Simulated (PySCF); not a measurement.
Two structures of ZnH2BrCl, closed shell, reached by relaxing down either side of one saddle point (PBE0-D4/def2-TZVP). Energies are electronic, without zero-point energy. Computed with PySCF 2.14 with density fitting (its default auxiliary sets; JK sets also for MP2 and CCSD(T)) (basis: def2-TZVPP and def2-QZVPP); correlated methods freeze the cores. The 3s and 3p shells of Cu and Zn are frozen; filled d shells are correlated. The def2 sets are not built for correlating such inner shells, so the correlated values are less sure here. Extrapolation: Hartree–Fock as exp(−7.88 √X), correlation as X^−2.97. First:

| atom | x (Å) | y (Å) | z (Å) |
| --- | --- | --- | --- |
| Zn1 | -0.6822 | -0.6722 | -0.4212 |
| Br2 | 0.7775 | -1.1604 | -2.0287 |
| Cl3 | -2.1373 | -0.3161 | 1.0392 |
| H4 | 1.1575 | 1.1870 | 0.3687 |
| H5 | 0.6408 | 1.3474 | 0.8877 |

Second:

```json
{"atom": "Zn1", "x (Å)": "-0.9941", "y (Å)": "0.1686", "z (Å)": "0.7406"}
{"atom": "Br2", "x (Å)": "1.1668", "y (Å)": "-0.5601", "z (Å)": "-1.2352"}
{"atom": "Cl3", "x (Å)": "-2.2955", "y (Å)": "-1.3207", "z (Å)": "-0.0218"}
{"atom": "H4", "x (Å)": "2.1370", "y (Å)": "0.3993", "z (Å)": "-0.8304"}
{"atom": "H5", "x (Å)": "-0.2546", "y (Å)": "1.2960", "z (Å)": "1.4583"}
```

(1) Which bonds change from the first to the second?

(2) Give the saddle point's structure and its height above each. (An estimate is asked for; the value comes from the calculation.)

T1 diagnostic: at most 0.012.

Answers

(1) ZnBrCl + H₂ → ZnHCl ([Cl][ZnH]) + HBr; bonds formed: Zn1–H5, Br2–H4; bonds broken: Zn1–Br2, H4–H5.

(2) By the calculation: 166.6 kJ/mol above the first and 52.8 kJ/mol above the second (CCSD(T) at an estimated basis limit (MP2 extrapolated from triple and quadruple zeta, plus CCSD(T) − MP2 in triple zeta)).
| atom | x (Å) | y (Å) | z (Å) |
| --- | --- | --- | --- |
| Zn1 | -0.5440 | 0.0666 | 0.3914 |
| Br2 | 1.0860 | -0.8308 | -1.4807 |
| Cl3 | -2.4727 | -0.6102 | 0.8644 |
| H4 | 1.1460 | 0.3551 | -0.3283 |
| H5 | 0.7846 | 1.0193 | 0.5532 |

Labels in which every atom is bracketed show which atoms are joined, not bond orders.

For scale, one of the runs: CCSD(T)/def2-TZVPP, 182 basis functions, launched by `OMP_NUM_THREADS=4 python run.py`. The run took 8.2 min on 4 CPU threads of an Arm Neoverse V1 (shared host), with 2.3 GiB of host memory at its peak.
